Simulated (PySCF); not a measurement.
## Ionisation energy of Mn by level of theory

Mn [Ar] 3d5 4s2 (6S) → Mn⁺ [Ar] 3d5 4s1 (7S), as a difference of total energies. Calculation: PySCF 2.14, in aug-cc-pVDZ-DK (7s6p4d2f, 59 functions); the spin-free X2C one-electron Hamiltonian (Gaussian nucleus). Correlated levels: valence: [Ar] frozen. The calculations carry no spin-orbit coupling.

Problem. Order these methods by the ionisation energy they give, lowest first.
A. CCSD (valence)
B. UHF
C. SCS-MP2 (valence)
D. MP2 (valence)

Solution. B (6.030 eV), D (6.980 eV), C (7.177 eV), A (7.213 eV).

Errors of the correlated levels include the incompleteness of this basis and the frozen core.

For comparison: 7.434 eV (measured; NIST Atomic Spectra Database, ionization energies).
